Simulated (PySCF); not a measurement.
# Atomic charges by several schemes

Species: C2H9NOSi.
Geometry (GFN2-xTB, Å), atoms numbered from 1 in this order:
```xyz
14
C2H9NOSi angstrom
N      2.457   -0.045   -0.225
Si     0.886   -0.663    0.105
C     -0.316    0.739   -0.352
C     -1.751    0.474    0.092
O     -2.335   -0.638   -0.543
H      3.249   -0.658   -0.125
H      2.702    0.882    0.083
H      0.750   -1.842   -0.756
H      0.633   -1.070    1.502
H      0.009    1.676    0.101
H     -0.310    0.893   -1.431
H     -2.397    1.318   -0.170
H     -1.784    0.348    1.185
H     -1.793   -1.414   -0.367
```

Density: PBE0/pcSseg-1 (PySCF); schemes: Mulliken, IAO, Hirshfeld and ESP-fitted. Geometry: GFN2-xTB, one conformer, isolated molecule.

Problem. Atoms with like bonding are taken together and averaged. For which atoms does the sign change between the 4 schemes (beyond +0.03 e in one, beyond −0.03 e in another)?

Solution. C4.

Problem. Which atoms carry the highest charge in the Mulliken, IAO, Hirshfeld and ESP-fitted schemes?

Solution. All schemes agree: Mulliken Si2 (+0.706); IAO Si2 (+0.882); Hirshfeld Si2 (+0.363); ESP-fitted Si2 (+0.778).

Problem. Which atoms carry the lowest charge in the Mulliken, IAO, Hirshfeld and ESP-fitted schemes?

Solution. All schemes agree: Mulliken N1 (-0.626); IAO N1 (-0.837); Hirshfeld N1 (-0.319); ESP-fitted N1 (-1.090).

Problem. Tabulate the Mulliken, IAO, Hirshfeld and ESP-fitted charges.

Solution. In e; atoms taken as equivalent share a row and are averaged (×n: the atom named and its like, n in all):

```
   atom                  environment  Mulliken     IAO  Hirshfeld  ESP-fitted
     N1       silicon-bound nitrogen    -0.626  -0.837     -0.319      -1.090
    Si2                 SiH2 silicon    +0.706  +0.882     +0.363      +0.778
     C3  sp3 carbon bound to silicon    -0.569  -0.567     -0.168      -0.369
     C4       carbinol carbon (C–OH)    +0.055  -0.035      0.000      +0.149
     O5               alcohol oxygen    -0.452  -0.546     -0.232      -0.588
  H6/H7                 N–H hydrogen    +0.190  +0.260     +0.116      +0.398
  H8/H9                Si–H hydrogen    -0.110  -0.160     -0.093      -0.173
H10/H11           methylene hydrogen    +0.141  +0.151     +0.042      +0.107
H12/H13           methylene hydrogen    +0.109  +0.130     +0.036      +0.047
    H14            hydroxyl hydrogen    +0.227  +0.340     +0.152      +0.361
```

Mean size of the charges over all atoms: ESP-fitted 0.342 e, IAO 0.329 e, Mulliken 0.267 e, Hirshfeld 0.129 e. Each set sums to the total charge, 0, to within 0.001 e. The IAO scheme counts the electrons in orthogonalised intrinsic atomic orbitals, a minimal basis polarised so that it spans the occupied orbitals exactly. The Hirshfeld scheme divides the density at each point in proportion to the densities of the neutral, spherically averaged free atoms.

Some averages cover members that differ in this geometry: H12/H13, ESP-fitted +0.012 to +0.082; H8/H9, ESP-fitted -0.200 to -0.146; H12/H13, IAO +0.112 to +0.147; H8/H9, IAO -0.175 to -0.144 e.

Problem. Sum the charges by element, for elements with more than one atom.

Solution. 
```
element  atoms  Mulliken     IAO  Hirshfeld  ESP-fitted
      C      2    -0.514  -0.603     -0.168      -0.220
      H      9    +0.886  +1.103     +0.356      +1.120
```

Problem. How closely do the schemes follow one another over all atoms?

Solution. Correlation coefficient and root-mean-square difference: Mulliken with IAO 0.99, 0.093 e; IAO with Hirshfeld 0.99, 0.257 e; Mulliken with Hirshfeld 0.97, 0.184 e; Hirshfeld with ESP-fitted 0.97, 0.291 e; IAO with ESP-fitted 0.96, 0.122 e; Mulliken with ESP-fitted 0.94, 0.172 e.

These values come from a run that also computed NMR shieldings. On an Intel Xeon at 2.50 GHz with one thread, no GPU, shared host with 64 logical CPUs at a one-minute load of 40, this took 64 s wall, 48 s CPU (grids of density and orbitals included) and 0.66 GiB of memory at its peak.
